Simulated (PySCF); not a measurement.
bromine (Br₂), SMILES BrBr. Geometry: B3LYP-D3(BJ)/def2-TZVP.

Level of theory: B3LYP-D3(BJ)/def2-TZVP in PySCF 2.14.0.

Harmonic wavenumbers (cm⁻¹): 313. Rotational constants (GHz): 2.359 (linear); symmetry number 2.

Task: Work out the zero-point energy and the ideal-gas rigid-rotor harmonic-oscillator thermochemistry at 298.15 K and 1 atm.

Result: ZPE = ½ Σ hcν = ½ × 313 cm⁻¹ = 1.87 kJ/mol. H − E(el) = 11.61 kJ/mol. Entropy in J/(mol K): translation 172.03, rotation 68.04, vibration 5.62, total 245.69. G − E(el) = -61.64 kJ/mol. Cp = 36.00 J/(mol K).
